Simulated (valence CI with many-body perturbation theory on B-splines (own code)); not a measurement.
**Sm³⁰⁺: electric-dipole lines**

Method: configuration interaction combined with many-body perturbation theory (CI+MBPT): four valence electrons over a frozen Dirac-Fock core [Ar] 3d10, radial functions for each j: 11 s, 11 p, 10 d, 8 f, 5 g, 2 h, with the one-electron correlation potential Σ1 (screened to all orders), the two-electron term Σ2, the three-electron term Σ3, Breit, model QED; selected single and double excitations, second order for the rest, scaled by the run's own slope (own B-spline code, finite nucleus).

The last digits are not significant, and no measured levels were compared; by estimate large intervals hold to a few tenths of a per cent, small ones and those within an open d or f shell to about a per cent. Among the levels kept, up to 340 cm⁻¹ of a level comes from second order outside the variational space, and about a tenth of that is noise between levels of different J, which matters for small intervals.

Lines 201 to 250 of 561 in falling wavelength, among levels below 28.806 Ry, chosen from the strongest by gf and those to the six lowest levels. Wavelengths and rates use the calculated energies. Electric multipoles are in the length gauge with retardation, E1 and E2 with the static RPA response of the core. Weak lines are less certain than strong ones. Lines between different terms over intervals too small for the method are left out, as are lines whose strength nearly cancels. Where a level lies close to another of its J and parity, the split of strength between their lines is uncertain. The highest levels of a list are the least certain.

Levels are named by their leading jj configuration (3d3/2^4 stands for four electrons in 3d with j = 3/2), which in mixed levels can hold well under half, so a name can repeat and another be missing. Letters in brackets count levels of one name in rising energy.

```csv
λ vac (nm),Upper,Lower,A (s⁻¹),S (a.u.)
10.06,(4s 4p1/2 4p3/2 4d5/2) J=3 [a],(4s 4p1/2 4p3/2^2) J=2 [a],4.42e+10,1.56e-01
10.05,(4s 4p1/2 4p3/2 4d5/2) J=2 [d],(4s 4p1/2 4p3/2^2) J=2 [b],8.39e+10,2.10e-01
10.05,(4s 4p1/2 4d5/2^2) J=4,(4s 4p1/2 4p3/2 4d5/2) J=5,2.30e+10,1.03e-01
10.05,(4s^2 4d3/2 4d5/2) J=1,(4s^2 4p3/2 4d5/2) J=2,7.17e+10,1.08e-01
10.04,(4s 4p1/2^2 4d5/2) J=2,(4s 4p1/2^2 4p3/2) J=1,1.47e+11,3.67e-01
10.03,(4p1/2^2 4p3/2 4d5/2) J=1,(4p1/2^2 4p3/2^2) J=0,9.47e+10,1.42e-01
10.02,(4s 4p1/2 4p3/2 4d5/2) J=0,(4s 4p1/2 4p3/2^2) J=1 [b],2.21e+11,1.10e-01
10.02,(4s 4p1/2 4d3/2 4d5/2) J=3 [c],(4s 4p1/2 4p3/2 4d5/2) J=4 [b],1.94e+10,6.76e-02
10.02,(4s^2 4p3/2 4f5/2) J=3,(4s^2 4p3/2 4d5/2) J=3,3.01e+10,1.05e-01
10.02,(4s^2 4d5/2^2) J=2,(4s^2 4p3/2 4d5/2) J=3,1.72e+11,4.26e-01
10.01,(4s 4p1/2^2 4d5/2) J=3,(4s 4p1/2^2 4p3/2) J=2,7.93e+10,2.75e-01
10.01,(4s 4p1/2 4p3/2 4f5/2) J=1 [a],(4s 4p1/2 4p3/2 4d3/2) J=1 [c],5.06e+10,7.51e-02
9.997,(4p1/2 4p3/2^2 4d5/2) J=0,(4p1/2 4p3/2^3) J=1,1.94e+11,9.55e-02
9.988,(4s^2 4d3/2 4d5/2) J=3,(4s^2 4p3/2 4d3/2) J=3,4.49e+10,1.55e-01
9.968,(4s^2 4p1/2 4d5/2) J=3,(4s^2 4p1/2 4p3/2) J=2,1.19e+11,4.06e-01
9.955,(4s^2 4p3/2 4d3/2) J=1,(4s^2 4p3/2^2) J=2,2.35e+11,3.43e-01
9.946,(4s 4p1/2 4d3/2 4d5/2) J=2 [d],(4s 4p1/2 4p3/2 4d3/2) J=1 [b],3.76e+10,9.12e-02
9.944,(4s^2 4p1/2 4d3/2) J=1,(4s^2 4p1/2 4p3/2) J=2,2.73e+10,3.98e-02
9.940,(4s 4p3/2^2 4d5/2) J=3 [a],(4s 4p3/2^3) J=2,4.13e+10,1.40e-01
9.938,(4s 4p1/2 4p3/2 4f7/2) J=4 [b],(4s 4p1/2 4p3/2 4d5/2) J=4 [c],4.22e+10,1.84e-01
9.926,(4s^2 4p3/2 4f5/2) J=4,(4s^2 4p3/2 4d5/2) J=3,5.95e+10,2.58e-01
9.900,(4s 4p1/2 4d3/2 4d5/2) J=2 [d],(4s 4p1/2 4p3/2 4d3/2) J=2 [b],3.73e+10,8.92e-02
9.893,(4s 4p3/2^2 4d3/2) J=1 [b],(4s 4p3/2^3) J=2,1.13e+11,1.62e-01
9.893,(4s 4p1/2 4p3/2 4f5/2) J=3 [a],(4s 4p1/2 4p3/2 4d3/2) J=3 [b],2.34e+10,7.83e-02
9.892,(4s 4p1/2 4p3/2 4f5/2) J=2 [a],(4s 4p1/2 4p3/2 4d3/2) J=1 [b],3.38e+10,8.07e-02
9.885,(4s^2 4d3/2 4d5/2) J=4,(4s^2 4p3/2 4d3/2) J=3,1.50e+10,6.45e-02
9.879,(4s 4p1/2 4d3/2 4d5/2) J=3 [b],(4s 4p1/2 4p3/2 4d3/2) J=3 [a],3.88e+10,1.29e-01
9.876,(4s 4p1/2 4d3/2 4d5/2) J=4 [a],(4s 4p1/2 4p3/2 4d3/2) J=3 [a],3.54e+10,1.52e-01
9.861,(4s 4p1/2 4d3/2 4d5/2) J=2 [c],(4s 4p1/2 4p3/2 4d5/2) J=2 [a],6.23e+10,1.47e-01
9.845,(4s 4p1/2 4d5/2^2) J=3,(4s 4p1/2 4p3/2 4d5/2) J=3 [b],4.70e+10,1.55e-01
9.840,(4s 4p1/2 4p3/2 4d3/2) J=1 [e],(4s 4p1/2 4p3/2^2) J=2 [b],7.95e+10,1.12e-01
9.839,(4s 4p1/2 4p3/2 4d5/2) J=2 [e],(4s 4p1/2 4p3/2^2) J=2 [b],4.28e+10,1.01e-01
9.837,(4s 4p1/2 4d5/2^2) J=2,(4s 4p1/2 4p3/2 4d5/2) J=3 [b],4.87e+10,1.14e-01
9.821,(4s 4p3/2^2 4d3/2) J=2 [b],(4s 4p3/2^3) J=2,2.71e+10,6.34e-02
9.814,(4s^2 4d3/2 4d5/2) J=3,(4s^2 4p3/2 4d5/2) J=4,3.82e+10,1.25e-01
9.812,(4p1/2 4p3/2^2 4d5/2) J=2 [a],(4p1/2 4p3/2^3) J=2,3.09e+10,7.20e-02
9.807,(4s 4p1/2 4d3/2 4d5/2) J=3 [a],(4s 4p1/2^2 4d5/2) J=2,2.13e+10,6.95e-02
9.806,(4s^2 4d3/2 4d5/2) J=3,(4s^2 4p3/2 4d3/2) J=2,4.36e+10,1.42e-01
9.803,(4s 4p1/2 4d3/2 4d5/2) J=5,(4s 4p1/2 4p3/2 4d5/2) J=4 [b],2.99e+10,1.53e-01
9.802,(4s^2 4p1/2 4d5/2) J=2,(4s^2 4p1/2 4p3/2) J=2,9.66e+10,2.25e-01
9.795,(4s 4p1/2 4d5/2^2) J=3,(4s 4p1/2 4p3/2 4d5/2) J=2 [b],3.28e+10,1.06e-01
9.791,(4p1/2 4p3/2^2 4d3/2) J=2 [c],(4s 4p1/2 4p3/2 4d3/2) J=2 [a],3.21e+10,7.43e-02
9.787,(4s 4p1/2 4d5/2^2) J=2,(4s 4p1/2 4p3/2 4d5/2) J=2 [b],1.32e+11,3.06e-01
9.784,(4p1/2 4p3/2^2 4d5/2) J=1,(4p1/2 4p3/2^3) J=1,6.92e+10,9.60e-02
9.783,(4s 4p1/2 4d3/2 4d5/2) J=2 [a],(4s 4p1/2 4p3/2 4d3/2) J=3 [a],2.64e+10,6.09e-02
9.774,(4s 4p1/2 4d3/2 4d5/2) J=3 [b],(4s 4p1/2 4p3/2 4d3/2) J=2 [a],1.91e+10,6.18e-02
9.769,(4p1/2 4p3/2^2 4d5/2) J=3 [a],(4s 4p1/2^2 4d5/2) J=2,5.64e+10,1.82e-01
9.767,(4s 4p1/2 4p3/2 4d3/2) J=1 [e],(4s 4p1/2 4p3/2^2) J=1 [b],1.35e+11,1.87e-01
9.767,(4s 4p1/2 4p3/2 4d5/2) J=1 [a],(4s 4p1/2 4p3/2^2) J=0,1.30e+11,1.79e-01
9.766,(4s 4p1/2 4p3/2 4d5/2) J=2 [e],(4s 4p1/2 4p3/2^2) J=1 [b],1.44e+11,3.32e-01
```
